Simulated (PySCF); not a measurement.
Structure problem from calculated spectra and properties.

Formula: C5H9O2PS.

- Valence photoelectron: vertical ionisation energy: 8.52 eV [ΔSCF PBE0/def2-SVPD]
- Triplet: lowest triplet excitation (Tamm–Dancoff): 4.51 eV [TDA PBE0/def2-SVPD]
- UV, strongest line: among the 10 lowest singlet transitions: S8 at 6.08 eV (204 nm, f = 0.082) [TDDFT PBE0/def2-SVPD]
- Rotational structure: rotational constants A, B, C: 1.374, 0.815, 0.731 GHz [PBE0-D3(BJ)/def2-SVP]
- 13C NMR: chemical shifts (computed TMS as zero) by class: 159.6 (1 C), 119.0 (1 C), 56.3 (1 C), 56.1 (1 C), 8.4 (1 C) ppm [GIAO HF/pcSseg-1]
- 1H NMR: chemical shifts (computed TMS as zero) by class: 3.58 (3 H), 3.18 (1 H), 3.15 (1 H), 2.94 (1 H), 2.06 (3 H) ppm [GIAO HF/pcSseg-1]
- UV, first state: lowest singlet excitation: 5.14 eV (241 nm, f = 0.004) [TDDFT PBE0/def2-SVPD]

Gas-phase values; electronic properties from PySCF, density fitting. Levels stand in brackets. Geometry: PBE0-D3(BJ)/def2-SVP, one conformer, isolated molecule. Each NMR value is the plain mean over a class of atoms that symmetry, rotation or inversion makes alike.

Q: Propose a structure and show how it fits.

A: Numbering: `[CH3:1][O:2][C:3]1=[C:4]([CH3:5])[P@@:6]1(=[S:7])[CH2:8][OH:9]`. 5 carbons fall into 5 classes; from least to most shielded: vinylic carbon bearing oxygen [C3] (159.6 ppm), fully substituted alkene carbon [C4] (119.0 ppm), carbinol carbon (C–OH) [C8] (56.3 ppm), methoxy carbon [C1] (56.1 ppm), allylic carbon [C5] (8.4 ppm). Hydrogen classes from least to most shielded: 3 H on a methoxy carbon, C1 (3.58 ppm), 1 H on a carbinol carbon (C–OH), C8 (3.18 ppm), 1 H on an alcohol oxygen, O9 (3.15 ppm), 1 H on a carbinol carbon (C–OH), C8 (2.94 ppm), 3 H on an allylic carbon, C5 (2.06 ppm, a mean of values up to 0.5 ppm apart in this geometry). S1 is mainly HOMO→LUMO (weight 0.76); the largest Löwdin shares of the orbital it empties are 0.64 on the sulfur bonded to P, 0.16 on the phosphorus bonded to 3 C and S, 0.07 on the fully substituted alkene carbon and 0.05 on the vinylic carbon bearing oxygen, of the orbital it fills 0.28 on the fully substituted alkene carbon, 0.28 on the vinylic carbon bearing oxygen, 0.10 on the ether oxygen and 0.07 on the allylic carbon. The optimised geometry has point group C1 and is an asymmetric top. Structure: `COC1=C(C)[P@@]1(=S)CO`. The assignments are read from this structure; whether some other isomer fits the data as well wasn't checked. The mirror image fits equally.

The values belong to the conformer `[CH3:1][O:2][C:3]1=[C:4]([CH3:5])[P@@:6]1(=[S:7])[CH2:8][OH:9]`: C1–O2–C3–C4 178°, C4–P6–C8–O9 -128°, H–O9–C8–P6 -31°.
